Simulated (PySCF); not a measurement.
SMILES B(I)(I)I (BI3) (CAM-B3LYP/def2-SVP optimised geometry):

```
4

B     -0.531     0.000     0.000
I      1.592     0.000     0.000
I     -1.592     1.838     0.000
I     -1.592    -1.838    -0.002
```

Method: CAM-B3LYP/def2-TZVP, def2 effective core potentials past Kr in PySCF.

What are the frontier orbital energies and the dipole moment?

HOMO-2 -9.21 eV, HOMO-1 -9.21 eV, HOMO -8.61 eV, LUMO -1.46 eV, LUMO+1 -0.06 eV; dipole moment 0.00 D.

On the same geometry PBE/def2-TZVP, def2 effective core potentials past Kr in PySCF gives HOMO-2 -6.92 eV, HOMO-1 -6.92 eV, HOMO -6.27 eV, LUMO -3.25 eV, LUMO+1 -1.92 eV; dipole moment 0.00 D.
